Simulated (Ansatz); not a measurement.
Geometry optimisation, RKS PBE-D4/def2-SVP in Ansatz 0.2.0.

input.yaml

```yaml
crystal:
  periodic: [false, false, false]
  atoms:
    - { symbol: C, position_ang: [2.06491, 1.12677, 0.09215] }
    - { symbol: C, position_ang: [1.37556, 0.19471, 0.40251] }
    - { symbol: S, position_ang: [0.44019, -1.13272, 0.86596] }
    - { symbol: Si, position_ang: [-1.38188, -0.59417, -0.15795] }
    - { symbol: H, position_ang: [2.67047, 1.93583, -0.18654] }
    - { symbol: H, position_ang: [-1.82029, 0.69463, 0.35978] }
    - { symbol: H, position_ang: [-1.09333, -0.5287, -1.5848] }
    - { symbol: H, position_ang: [-2.25563, -1.69636, 0.2089] }
basis:
  gaussian: { orbitals: def2-SVP }
hamiltonian:
  xc: pbe
  dispersion: d4
relax:
  f_tol: 0.015
  max_steps: 40
output:
  orbitals: {}
```

Run as:

```bash
$ ansatz run input.yaml --threads 1 --pin off --max-ram 2048MiB --backend cpu --events-out ev --progress --plain --runs-dir out
```

Problem. Where does it end, and by what steps?

Solution. The forces met the threshold. After 5 steps the energy has fallen by 0.142 eV; H8 moved furthest, 0.07 Å.

```
step  energy less start (eV)  largest force component (eV/Å)  accepted
   0                  0.0000                           2.038       yes
   1                 -0.1332                           0.252       yes
   2                 -0.1413                           0.074       yes
   3                 -0.1418                           0.036       yes
   4                 -0.1419                           0.018       yes
   5                 -0.1419                           0.003       yes
```

```xyz
8
Properties=species:S:1:pos:R:3
C 2.099 1.140 0.089
C 1.396 0.187 0.415
S 0.476 -1.153 0.900
Si -1.367 -0.608 -0.142
H 2.717 1.978 -0.199
H -1.877 0.708 0.368
H -1.121 -0.535 -1.620
H -2.323 -1.718 0.188
```

Whether the end is a true minimum wasn't checked by a vibrational analysis.

Time of the run: 30 s on 1 thread of Intel(R) Xeon(R) Processor @ 2.50GHz (Skylake/Cascade Lake), with other jobs on the host, peak memory 0.13 GiB.
